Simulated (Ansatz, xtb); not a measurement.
# BrF2H3N2Si: where a starting geometry ends

The starting geometry of this gas-phase singlet has its atoms placed at random.

```xyz
9

Br    0.4706    1.5359    0.4897
F     0.0363   -0.5438   -0.7439
F     0.0993   -0.8074    1.1272
N    -1.4219    0.1023    0.2516
N    -2.0672   -1.2512    0.4553
Si   -1.4062    1.4066   -1.2927
H    -0.5321   -1.0421   -0.9748
H    -0.1046    1.1790   -1.0281
H    -0.8095    1.1278    1.3068
```

**Question.** Guess where an optimisation with r2SCAN-D4/def2-SVP ends from this start.

**Answer.** It loosens into BrHN2Si + FH + FH, which stay close as a complex. Distances that change by over a tenth: F2–H7 (0.79 → 0.94 Å), N4–N5 (1.51 → 1.11 Å), Si6–H8 (1.35 → 1.51 Å). Contacts that open: Br1–H8 (1.66 → 2.90 Å), Br1–H9 (1.57 → 2.20 Å). Contacts that close: F3–H9 (2.15 → 0.95 Å).

The energy falls by 17.57 eV over 40 steps:

| step | E − E(last) (eV) |
| --- | --- |
| 1 | 17.571 |
| 5 | 5.649 |
| 10 | 0.860 |
| 14 | 0.347 |
| 18 | 0.055 |
| 23 | 0.033 |
| 27 | 0.024 |
| 31 | 0.013 |
| 36 | 0.000 |
| 40 | 0.000 |

Final geometry (Å):

```xyz
9

Br   -0.6730    1.9634    1.4163
F    -0.4326   -1.6054   -0.5062
F     1.3752   -0.3058    0.7616
N    -2.4021    0.2088   -0.5431
N    -3.2366   -0.5215   -0.4802
Si   -1.3176    1.8593   -0.8308
H     0.3093   -1.2287   -0.0640
H    -0.2000    0.9279   -1.2499
H     0.8420    0.4092    1.0873
```

From the same start GFN2-xTB reaches the same bonding as this run.

From so rough a start the end depends on the optimiser's path, so another program may land elsewhere. No frequencies were run, so the end isn't proven a minimum. Run with Ansatz 0.2.0, 2.7 min on 2 threads of Intel(R) Xeon(R) Platinum 8375C CPU @ 2.90GHz (Ice Lake) (shared host).
